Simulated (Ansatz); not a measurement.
Born–Oppenheimer molecular dynamics of CH2F2GeS (7 atoms, charge 0, multiplicity 1). It starts at the highest image of a converged band. Of that band: Neighbouring images differ by up to 1.6 eV, so the band resolves the path poorly. A vibrational analysis at the climbing image gives one clearly imaginary mode, 832i cm⁻¹: a first-order saddle point.

Method: RKS PBE0-D4/def2-SVP (Ansatz).

```
ensemble                      : NVE (velocity Verlet)
time step                     : 0.5 fs
steps asked                   : 200
starting velocities drawn for : 100 K
seed                          : 10991
```

First frame:

```xyz
7
Properties=species:S:1:pos:R:3
F 0.303 -0.991 2.028
Ge 0.147 -0.700 0.342
F 0.839 -2.122 -0.346
C -1.124 0.511 -0.346
S 1.158 1.173 -0.429
H -1.293 0.278 -1.419
H 0.032 1.782 0.123
```

Problem. How far do the bonds stretch over the last three quarters of this one trajectory? (Pairs bonded in most of those frames.)

Solution. 
```csv
bond,mean (Å),spread (Å),shortest,longest
F1–Ge2,1.726,0.031,1.68,1.80
Ge2–F3,1.729,0.018,1.70,1.76
Ge2–C4,1.946,0.090,1.78,2.13
Ge2–S5,2.179,0.105,2.01,2.32
C4–S5,2.054,0.172,1.78,2.38
C4–H6,1.116,0.053,1.02,1.25
C4–H7,1.167,0.101,0.99,1.42
```

Mean temperature of the second half: 2363 K. The conserved energy stayed within 1.4 meV per atom of its start (net change -0.21 meV per atom), so the integration is sound. The system heated up, since it started high on the potential surface and ran downhill. A run of 0.1 ps of so small a system gives no equilibrium averages. The orbitals stay closed-shell, which can raise the energy where a bond breaks towards radicals; this wasn't checked here.

The run took 3.3 min on 2 threads of AMD EPYC 9R45 96-Core Processor (Zen 5) (shared host), peak memory 0.26 GiB.
